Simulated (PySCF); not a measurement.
## A ladder of Hamiltonians for Zn²⁴⁺ (zinc, charge +24)

Occupied: 1s1/2, 2s1/2, 2p1/2. Hartree-Fock calculated with PySCF 2.14 in an uncontracted even-tempered set (20 s from 2.3 bohr⁻², ratio 2.3; 14 p from 2.8 bohr⁻², ratio 2.3), Gaussian nucleus throughout. NR is non-relativistic, sf-X2C the spin-free one-electron X2C Hamiltonian, X2C adds the bare one-electron spin-orbit term, X2C-SNSO screens it by Boettger's factors, DC is four-component Dirac-Coulomb, and the Gaunt and Breit terms are added at first order (total energies over the DC spinors, levels after relaxing the spinors in that mean field). QED terms are absent. Levels marked empty are virtual spinors of this ion.

```csv
level (eV),X2C,X2C-SNSO
1s1/2,-11206.8,-11207.1
2s1/2,-2438.8,-2438.9
2p1/2,-2361.2,-2359.9
2p3/2 (empty),-2208.7,-2209.4
3s1/2 (empty),-970.09,-970.10
```

Q: Where do the four-component calculations put these levels?

A: 1s1/2: DC -11211.0, DC+Gaunt -11199.3, DC+Breit -11199.6; 2s1/2: DC -2439.3, DC+Gaunt -2438.3, DC+Breit -2438.3; 2p1/2: DC -2360.1, DC+Gaunt -2357.9, DC+Breit -2358.2; 2p3/2 (empty): DC -2209.4, DC+Gaunt -2208.4, DC+Breit -2208.6; 3s1/2 (empty): DC -970.20, DC+Gaunt -969.92, DC+Breit -969.96 (eV).

| Hamiltonian | E (hartree) | E − E(DC) (hartree) | CPU seconds |
| --- | --- | --- | --- |
| X2C | -1270.5487 | 0.1286 | 0.27 |
| X2C-SNSO | -1270.4477 | 0.2296 | 0.27 |
| DC | -1270.6773 | 0.0000 | 9.3 |
| DC+Gaunt | -1270.0947 | 0.5825 | 18 |
| DC+Breit | -1270.1240 | 0.5533 | 64 |

Weight of the small component: 1s1/2 0.0118, 2s1/2 0.00256, 2p1/2 0.00254, 2p3/2 0.00244, 3s1/2 0.000979.

Koopmans' value for the highest occupied level at DC+Breit: 2358.2 eV, against an ionisation energy of 2358 ± 1.6 eV (semi-empirical (NIST evaluation); NIST Atomic Spectra Database, ionization energies); the former lacks relaxation, correlation, QED and recoil.

The whole ladder took 95 s of wall time on 1 thread of Intel(R) Xeon(R) Platinum 8488C (shared host), launched as `OMP_NUM_THREADS=1 python relrun2.py TASK.json OUT` (a driver that calls PySCF for each Hamiltonian).
